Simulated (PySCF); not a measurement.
Dipole moment and polarisability of `C=C[SiH2]SC`

C3H8SSi.
Geometry (GFN2-xTB, Å), atoms numbered from 1 in this order:
```
atom  x, y, z in Å
C1    -2.0487   -0.2471    0.3451
C2    -1.2401   -0.4395   -0.6862
Si3    0.0875    0.7650   -1.2592
S4     2.0055   -0.0927   -0.7845
C5     1.8168   -0.2781    1.0176
H6    -2.0244    0.6614    0.9256
H7    -2.7762   -0.9811    0.6571
H8    -1.3117   -1.3771   -1.2269
H9    -0.0177    2.0339   -0.5411
H10    0.1290    0.9096   -2.7049
H11    1.7304    0.7024    1.4759
H12    0.9374   -0.8772    1.2337
H13    2.7079   -0.7790    1.3800
```

Level: CAM-B3LYP/def2-SVPD (PySCF), static field, nuclei fixed, core orbitals frozen in the response. The polarisability tensor in these axes (au):

```
x   96.44 -0.76 -5.19
y   -0.76 72.39 -3.57
z   -5.19 -3.57 85.37
```

Problem. Diagonalise the tensor; give its mean and Δα, where Δα² is half the sum of the squared differences of the eigenvalues.

Solution. Principal values 71.30, 84.39 and 98.51 au; mean 84.73 au = 12.56 Å³ = 13.97 × 10⁻⁴⁰ C²·m²/J; Δα = 23.56 au (28 % of the mean).

Problem. What is the dipole moment, and where does it point?

Solution. (-1.57, -0.06, 1.35) D, 2.07 D in size, pointing from the negative to the positive side. Measured along this direction, the outermost atoms are S4 at the negative end and H7 at the positive end.

Problem. What would n − 1 = 2πNα be for an ideal gas of these molecules at 350 K and 1 atm, electronic part alone?

Solution. N = p/kT = 2.0968 × 10¹⁹ cm⁻³, so n − 1 = 2π × N × 12.56 × 10⁻²⁴ cm³ = 1654 × 10⁻⁶ at long wavelengths, for an ideal gas.

Problem. How large is μ²/3kT at 500 K beside α?

Solution. In Gaussian units μ²/3kT = 20.70 Å³ against 12.56 Å³, a ratio of 1.65; the Debye molar polarisation (4π/3)N_A(α + μ²/3kT) is 83.9 cm³/mol, leaving out the vibrational part.

Problem. Give the principal axes and the span of the nuclei along them.

Solution. Largest value along (0.93, 0.02, -0.37), where the nuclei span 4.99 Å; middle along (0.36, -0.29, 0.89), 5.04 Å; least along (0.09, 0.96, 0.27), 3.57 Å. 

The structure is a single GFN2-xTB conformer in the gas phase; no vibrational or solvent corrections.

The run behind these numbers computed excited states as well. On an Intel Xeon Platinum 8259CL at 2.50 GHz with one thread, no GPU, on a shared host, this took 40 s wall (grids of density and orbitals included) and 0.75 GiB of memory at its peak.
